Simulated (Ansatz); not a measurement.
`BC=C` and `C=CBC=C` differ in one atom or group.

Ansatz, PBE0-D4/def2-TZVP geometries, multiplicity 1. Each molecule was computed in one conformer, which needn't be the lowest.

| property | `BC=C` |
| --- | --- |
| HOMO–LUMO gap (B3LYP/def2-TZVPP) / eV | 5.97 |
| LUMO energy (PBE/def2-TZVPP) / eV | -3.10 |
| HOMO energy (PBE/def2-TZVPP) / eV | -7.49 |
| HOMO energy (PBE0/def2-TZVPP) / eV | -8.51 |
| size of the dipole moment (PBE/def2-TZVPP) / D | 1.42 |
| HOMO energy (B3LYP/def2-TZVPP) / eV | -8.27 |

**Question.** What does the change do to each property? (Best estimate.)

**Answer.** Ansatz gave: 
```json
{"property": "HOMO–LUMO gap (B3LYP/def2-TZVPP) / eV", "`C=CBC=C`": "5.31", "shift": "-0.66"}
{"property": "LUMO energy (PBE/def2-TZVPP) / eV", "`C=CBC=C`": "-3.05", "shift": "0.05"}
{"property": "HOMO energy (PBE/def2-TZVPP) / eV", "`C=CBC=C`": "-6.84", "shift": "0.65"}
{"property": "HOMO energy (PBE0/def2-TZVPP) / eV", "`C=CBC=C`": "-7.85", "shift": "0.66"}
{"property": "size of the dipole moment (PBE/def2-TZVPP) / D", "`C=CBC=C`": "0.43", "shift": "-0.99"}
{"property": "HOMO energy (B3LYP/def2-TZVPP) / eV", "`C=CBC=C`": "-7.61", "shift": "0.66"}
```

Dipoles are sizes alone; their direction can turn.

B3LYP here is the variant with VWN-RPA as its local correlation; programs differ in this.
